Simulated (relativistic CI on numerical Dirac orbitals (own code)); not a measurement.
La39+: q coefficients and field-shift factors

Method of calculation: Dirac-Coulomb-Breit CI, KLI orbitals optimised for each configuration, derivatives by finite differences, unscaled Slater integrals, QED left out (own radial code, finite nucleus).

Configuration list (outside the closed core [Ne]): 3s2 3p6, 3s2 3p5 3d, 3s 3p6 3d, 3p6 3d2, 3p5 3d3. Double excitations out of closed p, d and f shells are left out; levels of such configurations are missing from the list, as are those of other unlisted configurations, and high levels can miss mixing partners.

With x = (α/α₀)² − 1 an excitation energy changes as ω = ω₀ + qx; K = 2q/ω₀ is the relative enhancement. Terms are leading LS components, so labels can repeat. The field-shift factor is F = δν/δ⟨r²⟩ for the transition from the lowest level.

Lowest level 3s2 3p6 1S_0.

```tsv
Level	ω₀ (cm⁻¹)	q (cm⁻¹)	F (GHz/fm²)
3s2 3p5 3d 3P°_0	1358509	44040	4.86
3s2 3p5 3d 3P°_1	1410323	61960	5
3s2 3p5 3d 3F°_3	1453004	43900	4.96
3s2 3p5 3d 3D°_2	1473654	50660	4.99
3s2 3p5 3d 3F°_4	1590496	222100	6.87
3s2 3p5 3d 1D°_2	1619373	227300	6.56
3s2 3p5 3d 3D°_3	1689789	224500	7.09
3s2 3p5 3d 3D°_1	1842498	285500	2.86
3s2 3p5 3d 3F°_2	2231454	926300	-32.9
3s2 3p5 3d 3D°_2	2419002	1.107e+06	-30.8
3s2 3p5 3d 3F°_3	2447343	1.111e+06	-31.1
3s2 3p5 3d 1P°_1	2496251	870400	-28.6
3s 3p6 3d 3D_1	3442532	1.066e+06	-1260
```

At this charge energies of transitions that change n are usually good to better than 1 %, and those within a shell (Δn = 0) to a few per cent.

**Question.** Which transition from the lowest level has the largest |K|?

**Answer.** 3s2 3p5 3d 3D°_2 at 2419002 cm⁻¹, K = 0.915.
